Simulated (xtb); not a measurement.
C₂F₂N, doublet, at a GFN2-xTB geometry; GFN0-xTB with ALPB(hexane) run with xtb.

xtb was given this input:
```
$ xtb mol.xyz --gfn 0 --uhf 1 --alpb hexane --json

# file mol.xyz
5

C      0.00264829    -0.06828774    -0.33519194
C     -0.00792577     0.20437077     1.00315867
F      1.10369101    -0.18963354    -1.05085347
F     -1.08703009    -0.23997814    -1.05790539
N     -0.01689762     0.43571527     2.13871848
```

### Question
What does xtb print? Leave out banner, timings and long lists.

### Answer

```
   ID    Z sym.   atoms
    1    6 C      1, 2
    2    9 F      3, 4
    3    7 N      5

           -------------------------------------------------
          |                Calculation Setup                |
           -------------------------------------------------

           -------------------------------------------------
          |                 G F N 0 - x T B                 |
           -------------------------------------------------

      * Solvation model:               ALPB
        Solvent                        hexane
        Parameter file                 internal GFN-FF/ALPB
        Dielectric constant                1.8800E+00
        Reference state                gsolv [1 M gas/solution]
        Free energy shift                  4.1595E-03 Eh       2.6101E+00 kcal/mol
        Temperature                        2.9815E+02 K
        Density                            6.6000E-01 kg/L
        Solvent mass                       8.6180E+01 g/mol
        Interaction kernel             P16
        Born radius scaling (c1)           1.4775E+00
        Born radii integrator          GBOBC
        Born offset                        0.0000E+00 a0       0.0000E+00 AA
        H-bond correction              false
        Ion screening                  false
        Surface tension                    1.0000E-05 Eh       1.5569E+01 dyn/cm
        Grid points                               230 per atom

          ...................................................
          :                      SETUP                      :
          :.................................................:
          :  # basis functions                  20          :
          :  # atomic orbitals                  20          :
          :  # shells                           10          :
          :  # electrons                        27          :
          :  electronic temp.          300.0000000     K    :
          :  accuracy                    1.0000000          :
          :  -> integral cutoff          0.2500000E+02      :
          :  -> integral neglect         0.1000000E-07      :
          ...................................................

         :::::::::::::::::::::::::::::::::::::::::::::::::::::
         ::                     SUMMARY                     ::
         :::::::::::::::::::::::::::::::::::::::::::::::::::::
         :: total energy             -14.801929465076 Eh    ::
[...]
        13        2.0000           -0.4366713             -11.8824
        14        1.0000           -0.3474185              -9.4537 (HOMO)
        15                         -0.2600397              -7.0760 (LUMO)
        16                         -0.1692870              -4.6065
        17                         -0.0102402              -0.2787
        18                          0.1790854               4.8732
        19                          0.2658886               7.2352
        20                          1.0486270              28.5346
      -------------------------------------------------------------
                  HL-Gap            0.0873788 Eh            2.3777 eV
             Fermi-level            0.0000000 Eh            0.0000 eV

     #   Z          covCN         q      C6AA      α(0)
     1   6 C        2.550     0.500    19.883     7.265
     2   6 C        1.893     0.410    22.729     7.691
     3   9 F        0.787    -0.200    11.282     3.869
     4   9 F        0.787    -0.200    11.282     3.869
     5   7 N        0.911    -0.510    33.025     8.318

 Mol. C6AA /au·bohr⁶  :        462.815343
 Mol. C8AA /au·bohr⁸  :      10730.904065
 Mol. α(0) /au        :         31.012314

Wiberg/Mayer (AO) data.
largest (>0.10) Wiberg bond orders for each atom

 ---------------------------------------------------------------------------
     #   Z sym  total        # sym  WBO       # sym  WBO       # sym  WBO
 ---------------------------------------------------------------------------
     1   6 C    3.631 --     2 C    1.295     4 F    1.092     3 F    1.092
                             5 N    0.151
     2   6 C    3.874 --     5 N    2.495     1 C    1.295
     3   9 F    1.278 --     1 C    1.092
     4   9 F    1.278 --     1 C    1.092
     5   7 N    2.760 --     2 C    2.495     1 C    0.151
 ---------------------------------------------------------------------------

Topologies differ in total number of bonds
Writing topology from bond orders to xtbtopo.mol

 dipole moment from electron density (au)
     X       Y       Z
   0.0178  -0.4582  -2.2489  total (Debye):    5.834

           -------------------------------------------------
          | TOTAL ENERGY              -14.801929465076 Eh   |
          | GRADIENT NORM               0.067591288462 Eh/α |
          | HOMO-LUMO GAP               2.377698114215 eV   |
           -------------------------------------------------

normal termination of xtb
```
